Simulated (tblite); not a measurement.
Start geometry of `C=CCC[C@H]([O])O` [radical] from a force field or distance geometry (Å):
```
atom  x, y, z in Å
C1    -2.6586    0.5669    0.0831
C2    -1.7368   -0.0577    0.8021
C3    -0.3110    0.2928    0.5570
C4     0.5303   -0.8661    0.0884
C5     1.9137   -0.2853   -0.0970
O6     2.8405   -1.2199   -0.5317
O7     2.2778    0.3041    1.1064
H8    -3.7204    0.3797    0.2051
H9    -2.3570    1.3160   -0.6653
H10   -2.0357   -0.8130    1.5673
H11    0.1883    0.6848    1.4697
H12   -0.3128    1.0473   -0.2582
H13    0.1529   -1.3366   -0.8227
H14    0.6125   -1.6582    0.8893
H15    1.7783    0.5329   -0.8660
H16    2.8303    1.1209    0.9960
```

Question: What comes out of this run: GFN2-xTB geometry optimisation, gas phase (tblite)?

Answer: 
```
atom  x, y, z in Å
C1    -2.8231    0.3186    0.1060
C2    -1.7312    0.0349    0.7927
C3    -0.3666    0.5503    0.4525
C4     0.5110   -0.6222    0.0507
C5     2.0509   -0.1837   -0.1297
O6     2.7428   -1.1653   -0.5603
O7     2.4695    0.4094    1.0669
H8    -3.7891   -0.0617    0.3908
H9    -2.7989    0.9583   -0.7609
H10   -1.7796   -0.6136    1.6570
H11    0.0716    1.0425    1.3234
H12   -0.4310    1.2732   -0.3622
H13    0.2012   -1.0652   -0.8936
H14    0.5327   -1.3915    0.8227
H15    1.9489    0.6560   -0.8647
H16    3.1833   -0.1310    1.4323
```

The energy falls by 0.860 eV over 110 L-BFGS steps, the largest force on an atom goes from 3.66 to 0.010 eV/Å, and the atoms move by 0.456 Å rms after alignment. The bond that changes most is C5–O6 (ends: carbon bonded to C, 2 O and H; oxygen bonded to C), which shortens by 0.110 Å. Bonds longer at the end by more than 0.005 Å: 4 of 15; shorter: 9. Among the angles that change most is C3–C4–C5, from 104.7° to 111.8°. Among the dihedrals that turn most is H15–C5–O7–H16, from -33° to -135°. Rotational constants go from 7270, 1196, 1109 to 7373, 1143, 1053 MHz. The orientation of the end geometry is arbitrary; only internal coordinates are fixed.

Time: 0.46 s. Hardware: one thread of an Arm Neoverse V2, shared host.

Its GFN2-xTB frequencies are all real (lowest 58 cm⁻¹). 3 starts were optimised and ended at 0.00, 0.13 and 0.92 kcal/mol (GFN2-xTB); the lowest of these is shown.

One conformer stands for the species.

All values are computed, not measured.
